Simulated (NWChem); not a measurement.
System: SiBr₂, singlet; SMILES Br[Si]Br

NWChem printed, in part:

```
             Northwest Computational Chemistry Package (NWChem) 7.3.0
             --------------------------------------------------------

                             Geometry "geometry" -> ""
                             -------------------------

 Output coordinates in angstroms (scale by  1.889725989 to convert to a.u.)

  No.       Tag          Charge          X              Y              Z
 ---- ---------------- ---------- -------------- -------------- --------------
    1 Si                  14.0000     0.00000000     0.00000000     1.19067300
    2 Br                  35.0000     1.77798100     0.00000000    -0.23311000
    3 Br                  35.0000    -1.77798100     0.00000000    -0.23311000

 Effective nuclear repulsion energy (a.u.)     409.9702879974

                                 NWChem DFT Module
                                 -----------------

 Summary of "ao basis" -> "ao basis" (spherical)
 ------------------------------------------------------------------------------
       Tag                 Description            Shells   Functions and Types
 ---------------- ------------------------------  ------  ---------------------
 Si                          6-31g*                  8       18   4s3p1d
 Br                          6-31g*                 12       32   5s4p3d

 in cosmo_initialize ...
 calling solv_data for solv:acetntrl

 solvent parameters
 solvname_short: acetntrl
 solvname_long:  acetonitrile
 dielec:       35.6880
 dielecinf:     1.8069
 nonaqueous SMD model solvent descriptors
 dielec:       35.6880
 sola:          0.0700
 solb:          0.3200
 solc:          0.0000
 solg:         41.2500
 solh:          0.0000
 soln:          1.3442

          ---------------
          -cosmo- solvent
          ---------------
 Cosmo: York-Karplus, doi: 10.1021/jp992097l
 dielectric constant -eps-     =  35.69
 screen = (eps-1)/(eps    )    =   0.97198
 surface charge correction     = lagrangian

   van der Waals surface
 --------------------------

 ---------- ATOMIC COORDINATES (A.U.) ------------ VDWR(ANG.) --
     1    0.00000000    0.00000000    2.25004571     2.470
     2    3.35989690    0.00000000   -0.44051403     3.060
     3   -3.35989690    0.00000000   -0.44051403     3.060
 number of segments per atom =        128
 number of   points per atom =        128
 atom (   nspa,  nppa )
 ----------------------
    1 (     44,     0 )       0
    2 (     96,     0 )       0
    3 (     96,     0 )       0
 number of -cosmo- surface points =      236
 molecular surface =    192.518 angstrom**2
 molecular volume  =    222.695 angstrom**3
 -lineq- algorithm             =   0
 -bem- low  level              =   3
 -bem- from -octahedral-
 gaussian surface charge width =   4.50000
 degree of switching           =   1.00000
 switching function tolerance  =   0.00010
 atomic radii =
 --------------
    1 14.000  2.470
    2 35.000  3.060
    3 35.000  3.060
 ...... end of -cosmo- initialization ......

 nat:                     3
 ixmem:                   608
 calling mnsol_interface()
 G(SMD-CDS) energy (kcal/mol)  =    -3.332
 SMD-CDS SASA (angstrom**2)    =   131.842

            General Information
            -------------------
          SCF calculation type: DFT
          Wavefunction type:  closed shell.
          No. of atoms     :     3
          No. of electrons :    84
           Alpha electrons :    42
            Beta electrons :    42
          Charge           :     0
          Spin multiplicity:     1
          Use of symmetry is: off; symmetry adaption is: off
          Maximum number of iterations: 150
          AO basis - number of functions:    82
                     number of shells:    32
          Convergence on energy requested:  1.00D-06
          Convergence on density requested:  1.00D-05
          Convergence on gradient requested:  5.00D-04

              XC Information
              --------------
                         PBE0 Method XC Functional
                     Hartree-Fock (Exact) Exchange  0.250
          PerdewBurkeErnzerhof Exchange Functional  0.750
            Perdew 1991 LDA Correlation Functional  1.000 local
           PerdewBurkeErnz. Correlation Functional  1.000 non-local

[...]

                                COSMO-SMD solvation results
                                ---------------------------

             internal energy in gas <Psi(g)|H|Psi(g)> =     -5436.513377948899
         internal energy in solvent <Psi(s)|H|Psi(s)> =     -5436.513112152758
                               delta internal energy  =         0.000265796140 (    0.17 kcal/mol)
   total free energy in solvent <Psi(s)|H+V/2|Psi(s)> =     -5436.515257091764
 polarization energy contribution <Psi(s)|V/2|Psi(s)> =        -0.002144939006 (   -1.35 kcal/mol)
    total free energy in solvent including G(SMD-CDS) =     -5436.520566876704
                       G(SMD-CDS) energy contribution =        -0.005309784940 (   -3.33 kcal/mol)
     1 M fixed-concentration free energy of solvation =        -0.007188927805 (   -4.51 kcal/mol)

                       DFT Final Molecular Orbital Analysis
                       ------------------------------------

 Vector   40  Occ=2.000000D+00  E=-3.231570D-01
              MO Center=  1.0D-07, -3.3D-08, -2.0D-01, r^2= 4.6D+00
   Bfn.  Coefficient  Atom+Function         Bfn.  Coefficient  Atom+Function
  ----- ------------  ---------------      ----- ------------  ---------------
    30      0.551819  2 Br py                62     -0.551819  3 Br py
    34      0.256163  2 Br py                66     -0.256163  3 Br py
    26     -0.248068  2 Br py                58      0.248068  3 Br py
    22      0.074367  2 Br py                54     -0.074367  3 Br py
    14      0.047122  1 Si d -2

 Vector   41  Occ=2.000000D+00  E=-3.096287D-01
              MO Center=  2.3D-07,  1.2D-08, -1.7D-01, r^2= 4.8D+00
   Bfn.  Coefficient  Atom+Function         Bfn.  Coefficient  Atom+Function
  ----- ------------  ---------------      ----- ------------  ---------------
    29      0.459427  2 Br px                61      0.459427  3 Br px
    31      0.341324  2 Br pz                63     -0.341324  3 Br pz
    33      0.207061  2 Br px                65      0.207061  3 Br px
    25     -0.204071  2 Br px                57     -0.204071  3 Br px
    27     -0.153083  2 Br pz                59      0.153083  3 Br pz

 Vector   42  Occ=2.000000D+00  E=-2.777704D-01
              MO Center=  1.6D-08, -1.4D-08,  7.4D-01, r^2= 4.3D+00
   Bfn.  Coefficient  Atom+Function         Bfn.  Coefficient  Atom+Function
  ----- ------------  ---------------      ----- ------------  ---------------
    10      0.459430  1 Si s                 31     -0.412996  2 Br pz
    63     -0.412996  3 Br pz                 6      0.375559  1 Si s
     9      0.324748  1 Si pz                35     -0.218104  2 Br pz
    67     -0.218104  3 Br pz                27      0.182953  2 Br pz
    59      0.182953  3 Br pz                 2     -0.170233  1 Si s

 Vector   43  Occ=0.000000D+00  E=-1.132672D-01
              MO Center= -1.9D-09,  1.0D-08,  1.0D+00, r^2= 3.3D+00
   Bfn.  Coefficient  Atom+Function         Bfn.  Coefficient  Atom+Function
  ----- ------------  ---------------      ----- ------------  ---------------
     8      0.626927  1 Si py                12      0.513143  1 Si py
    30     -0.252709  2 Br py                62     -0.252709  3 Br py
     4     -0.222396  1 Si py                34     -0.197037  2 Br py
    66     -0.197037  3 Br py                26      0.110216  2 Br py
    58      0.110216  3 Br py                46     -0.034430  2 Br d -2

 Vector   44  Occ=0.000000D+00  E=-2.056837D-02
              MO Center= -3.2D-08, -1.2D-09,  7.0D-01, r^2= 4.9D+00
   Bfn.  Coefficient  Atom+Function         Bfn.  Coefficient  Atom+Function
  ----- ------------  ---------------      ----- ------------  ---------------
    13     -0.968004  1 Si pz                10      0.896371  1 Si s
     9     -0.544208  1 Si pz                32     -0.543066  2 Br s
    64     -0.543066  3 Br s                 33      0.522598  2 Br px
    65     -0.522598  3 Br px                 6      0.319556  1 Si s
    29      0.288934  2 Br px                61     -0.288934  3 Br px

 Vector   45  Occ=0.000000D+00  E=-1.395517D-02
              MO Center=  1.8D-08, -2.0D-10,  1.1D+00, r^2= 4.6D+00
   Bfn.  Coefficient  Atom+Function         Bfn.  Coefficient  Atom+Function
  ----- ------------  ---------------      ----- ------------  ---------------
    11      1.055543  1 Si px                 7      0.567096  1 Si px
    32     -0.437315  2 Br s                 64      0.437315  3 Br s
    35     -0.390807  2 Br pz                67      0.390807  3 Br pz
    33      0.254781  2 Br px                65      0.254781  3 Br px
    31     -0.248141  2 Br pz                63      0.248141  3 Br pz

     Multipole analysis of the density
     ---------------------------------

     L   x y z        total         alpha         beta         nuclear
     -   - - -        -----         -----         ----         -------
     0   0 0 0     -0.000000    -42.000000    -42.000000     84.000000

     1   1 0 0      0.000000      0.000000      0.000000      0.000000
     1   0 1 0      0.000000      0.000000      0.000000      0.000000
     1   0 0 1      0.647771     -0.008443     -0.008443      0.664658

     2   2 0 0    -39.633524   -414.928514   -414.928514    790.223504
     2   1 1 0     -0.000000     -0.000000     -0.000000      0.000000
     2   1 0 1      0.000000      0.000000      0.000000      0.000000
     2   0 2 0    -35.549056    -17.774528    -17.774528      0.000000
     2   0 1 1     -0.000000     -0.000000     -0.000000      0.000000
     2   0 0 2    -36.374333    -60.417948    -60.417948     84.461562
```

Level: PBE0/6-31G* (spherical d), SMD on the gas-phase geometry. Low-valent species are run as closed-shell singlets; no triplet was tried in these runs. The geometry was optimised at PBE-D3(BJ)/def2-SVP. Solvent: acetonitrile.

Task: Reconstruct the input file.

Result: Several could match; the one computed here: the input that was run:
```
start job
memory heap 200 mb stack 900 mb global 1100 mb
geometry units angstroms noautosym nocenter noautoz
  Si     0.000000     0.000000     1.190673
  Br     1.777981     0.000000    -0.233110
  Br    -1.777981     0.000000    -0.233110
end
basis spherical
  * library 6-31g*
end
dft
  xc pbe0
  iterations 150
end
cosmo
  do_cosmo_smd true
  solvent acetntrl
end
task dft energy
```
